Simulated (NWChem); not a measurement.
# Basis-set dependence for MgO

```xyz
2

Mg     0.0000     0.0000     0.6990
O      0.0000     0.0000    -1.0486
```
Charge 0, spin multiplicity 1.

All runs are NWChem calculations. Structure: optimised with PBE0/def2-SVP, a minimum by its harmonic frequencies.

Hartree-Fock energies in Ha, correlation energies in mHa.

The correlated methods keep 6 core orbitals frozen. The Pople sets run with spherical d functions. The structure started from a generated list of species. Coupled-cluster values serve here as a point of comparison, not as the truth.

| basis | functions | RHF | MP2 | SCS-MP2 | CCSD | CCSD+T(CCSD) | CCSD(T) |
|---|---|---|---|---|---|---|---|
| def2-SVP | 32 | -274.20298 | -270.4 | -261.3 | -255.1 | -282.5 | -273.9 |
| 6-311G** | 44 | -274.35409 | -283.2 | -274.7 | -267.7 | -295.6 | -288.1 |
| def2-TZVP | 63 | -274.37468 | -324.2 | -315.5 | -303.6 | -332.4 | -326.2 |
| def2-QZVP | 108 | -274.38872 | -346.9 | -339.4 | -322.0 | -352.4 | -346.7 |

From def2-TZVP to def2-QZVP the Hartree-Fock energy moves by -14.0 mHa and the MP2 correlation energy by -22.7 mHa, which is 7 % of its value in the larger set.
